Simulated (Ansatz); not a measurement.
C8H10S, SMILES `CSCc1ccccc1`, relaxed with RKS PBE0-D4/def2-TZVP in Ansatz from a PBE-D4/def2-SVP geometry. The force threshold is 0.005 eV/Å; the program also tests the step.

Charge 0, multiplicity 1.

Start:

```xyz
19

C     0.600    2.561   -0.911
S    -0.996    2.012   -1.587
C    -1.592    0.985   -0.179
C    -0.695   -0.186    0.129
C    -0.610   -1.279   -0.759
C     0.246   -2.354   -0.490
C     1.042   -2.352    0.669
C     0.973   -1.267    1.555
C     0.110   -0.192    1.285
H     1.086    3.166   -1.701
H     1.253    1.700   -0.666
H     0.466    3.195   -0.010
H    -2.597    0.649   -0.507
H    -1.728    1.630    0.714
H    -1.216   -1.271   -1.679
H     0.295   -3.203   -1.190
H     1.715   -3.197    0.880
H     1.595   -1.254    2.463
H     0.053    0.657    1.985
```

```tsv
step	energy (eV)	largest force (eV/Å)	largest move (Å)
1	-19284.2652	0.582	0.000
2	-19284.3677	0.199	0.033
3	-19284.3773	0.071	0.019
4	-19284.3779	0.048	0.016
5	-19284.3781	0.016	0.009
6	-19284.3782	0.021	0.018
7	-19284.3784	0.034	0.021
8	-19284.3786	0.030	0.035
9	-19284.3786	0.015	0.019
10	-19284.3787	0.006	0.012
11	-19284.3787	0.005	0.003
12	-19284.3787	0.002	0.001
```

End:

```xyz
19

C     0.583    2.509   -0.971
S    -1.039    2.000   -1.548
C    -1.570    0.992   -0.140
C    -0.672   -0.171    0.146
C    -0.553   -1.219   -0.764
C     0.286   -2.289   -0.503
C     1.027   -2.325    0.672
C     0.921   -1.285    1.580
C     0.075   -0.216    1.316
H     1.024    3.114   -1.764
H     1.223    1.644   -0.787
H     0.510    3.114   -0.066
H    -2.573    0.656   -0.413
H    -1.665    1.629    0.743
H    -1.116   -1.183   -1.691
H     0.364   -3.099   -1.218
H     1.685   -3.162    0.875
H     1.497   -1.303    2.499
H    -0.008    0.596    2.032
```

Run time 32 s (2 threads of an AMD EPYC 7R13 on a shared host and a share of an NVIDIA H100 80 GB); peak host memory 1 GiB.
